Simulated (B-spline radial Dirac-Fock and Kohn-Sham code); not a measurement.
**Dipole and non-dipole photoemission parameters of Cl 2s**

System: neutral chlorine, configuration [Ne] 3s2 3p5; threshold 270.0 eV (tabulated edge). Calculated with a radial B-spline solver, using Dirac-Hartree-Slater photoionisation with a Latter tail; cross sections with all multipoles, angular parameters from the dipole term and its interference with E2.

The run's input, task.json:

```json
{"items": [{
  "Z": 17,
  "q": 0,
  "cfg": [[1, 0, 2], [2, 0, 2], [2, 1, 6], [3, 0, 2], [3, 1, 5]],
  "A": 35,
  "rrms": 3.3654,
  "do": "xps",
  "hv": [55.5, 60, 74.7, 80, 100, 182.0, 200, 231.0, 349.0, 370.0, 400, 532.0, 635.0, 800, 801.0, 901.0, 931.0, 1490.0, 1500.0, 2640.0, 2740.0, 4130.0, 5414.7, 5500.0, 5600.0, 7390.0, 7400.0, 8047.8, 12000.0, 13200.0],
  "edges": {"K": 2822.0, "L1": 270.0, "L2": 202.0, "L3": 200.0}
}]}
```

Command: `python xray2_run.py task.json out`

For linearly polarised light dσ/dΩ = σ/(4π) [1 + β P₂(cos θ) + (δ + γ cos²θ) sin θ cos φ], with θ from the polarisation vector and φ the angle between the beam and the projection of the electron momentum on the plane normal to the polarisation.

```
hν (eV)  σ (kb)      β       γ
    349     284  2.000   0.267
    370     263  2.000   0.196
    400     239  2.000   0.120
    532     158  2.000  -0.027
    635     119  2.000  -0.046
    800    79.0  2.000  -0.021
    801    78.8  2.000  -0.021
    901    63.3  2.000   0.009
    931    59.5  2.000   0.019
   1490    23.1  2.000   0.229
   1500    22.7  2.000   0.232
   2640    6.43  2.000   0.605
   2740    5.90  2.000   0.634
   4130    2.18  2.000   0.985
 5414.7       ?      ?       ?
   5500    1.05  2.000   1.269
   5600    1.00  2.000   1.288
   7390   0.480  2.000   1.599
   7400   0.478  2.000   1.600
 8047.8   0.381  2.000   1.701
  12000   0.126  1.999   2.231
  13200  0.0963  1.999   2.371
```

Question: Give the values at Cr Kα (5414.7 eV).

Answer: σ = 1.09 kb, β = 2.000, γ = 1.252. For an s subshell δ is negligible.
